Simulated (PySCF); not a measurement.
## Polarisability and C₆ of Hg (mercury, neutral)

[Xe] 4f14 5d9 6s2 6p1, one real determinant (an excited configuration). Calculation: PySCF 2.14, in ANO-RCC-VTZP; scalar relativity by spin-free X2C-1e. Coupled (time-dependent) response in atomic units; α is the mean over directions. The basis has no added diffuse functions, which lowers α and C₆.

| method | mean α (bohr³) | α xx, yy, zz | C₆ (like pair) | S(−4) |
| --- | --- | --- | --- | --- |
| PBE0 | 36.27 | 29.59, 29.59, 49.62 | 384.8 | 425.1 |

S(−4) is the Cauchy moment in α(ω) = α(0) + S(−4) ω² + …

Spin-orbit coupling is absent.

α(iu) at PBE0:

```json
{"u (hartree)": "0", "α(iu) (bohr³)": "36.27"}
{"u (hartree)": "0.0500", "α(iu) (bohr³)": "35.25"}
{"u (hartree)": "0.100", "α(iu) (bohr³)": "32.67"}
{"u (hartree)": "0.200", "α(iu) (bohr³)": "26.17"}
{"u (hartree)": "0.300", "α(iu) (bohr³)": "20.70"}
{"u (hartree)": "0.500", "α(iu) (bohr³)": "13.81"}
{"u (hartree)": "0.750", "α(iu) (bohr³)": "9.381"}
{"u (hartree)": "1.00", "α(iu) (bohr³)": "6.967"}
{"u (hartree)": "1.50", "α(iu) (bohr³)": "4.424"}
{"u (hartree)": "2.00", "α(iu) (bohr³)": "3.092"}
{"u (hartree)": "3.00", "α(iu) (bohr³)": "1.752"}
{"u (hartree)": "5.00", "α(iu) (bohr³)": "0.7770"}
```

A single London oscillator, α(iu) = α/(1 + u²/ω²), gives C₆ = (3/4) ω α². Matching the computed C₆ needs ω = 4 × 384.8 / (3 × 36.27²) = 0.390 hartree.

The components differ because the open shell of this determinant is not spherical; for a pure term their mean is the scalar polarisability.

⟨L²⟩ = 7.99 against 12 for a pure F term, so this real determinant mixes terms. Spin-orbit coupling, absent here, splits the open shell strongly.
